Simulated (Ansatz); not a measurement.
Molecule: sum formula SiNH₂Br₃, net charge 0, singlet state. 
Coordinates optimised at B3LYP-D3(BJ)/def2-TZVP (Ansatz, a quantum-chemistry and plane-wave program):
```xyz
7

Si     0.4875     0.0510    -0.1132
Br     0.1283    -0.5338     2.0094
Br    -0.3743    -1.5419    -1.3891
Br    -0.5237     1.9948    -0.4400
N      2.1117     0.2340    -0.5397
H      2.6984    -0.5716    -0.6911
H      2.6299     1.0507    -0.2557
```
Charge 0, spin multiplicity 1.

Computed values are from Ansatz. Valence correlation only, unless marked. UHF or UKS for open shells. Spin-orbit coupling is left out. The frozen core is the preceding noble-gas configuration, with the filled d and f shells of earlier blocks. Non-relativistic. CBS marks a two-point X^-3 extrapolation of the correlation energy; Hartree-Fock from the larger set.

The atomisation energy De comes out as 527.5 kcal/mol at CCSD(T)/CBS(def2-TZVPPD,def2-QZVPPD) and the vertical ionisation energy (to the doublet) is 10.57 eV at CCSD(T)/CBS(def2-TZVPPD,def2-QZVPPD). The total energy is -8063.2128 Eh at CCSD(T)/CBS(def2-TZVPPD,def2-QZVPPD), the dipole moment is 2.27 D at CCSD(T)/def2-SVPD and the T1 diagnostic is 0.010 at CCSD/def2-QZVPPD.
